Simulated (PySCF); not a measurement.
F₃Sn, charge +1. Atoms are numbered in the order given.

```xyz
4

Sn     0.0000     0.0000     0.0000
F     -1.8820     0.0000     0.0000
F      0.9410     1.6299     0.0000
F      0.9410    -1.6299     0.0000
```
Charge +1, spin multiplicity 1.

Coordinates come from a B3LYP-D3(BJ)/def2-SVP optimisation. The spin state was assumed, not searched. The isomer is the one that the SMILES or the coordinates give; other isomers of the formula were not compared. The def2 effective core potentials stand for the cores of Sn; spin–orbit coupling is left out.

Calculation: PBE/def2-TZVPD in PySCF.

Symmetry labels are those of the subgroup C2v that the program uses (full group D3h).

Computed valence orbital energies around the gap with their symmetry:
```
orbital  symmetry  energy (eV)
-------  --------  -----------
HOMO−7         A1       -18.44
HOMO−6         B1       -18.44
HOMO−5         B2       -17.43
HOMO−4         A2       -16.87
HOMO−3         B2       -16.87
HOMO−2         B1       -16.82
HOMO−1         A1       -16.82
HOMO           B1       -16.77
LUMO           A1       -12.76
LUMO+1         B2       -10.14
LUMO+2         A1        -6.53
LUMO+3         B1        -6.53
```
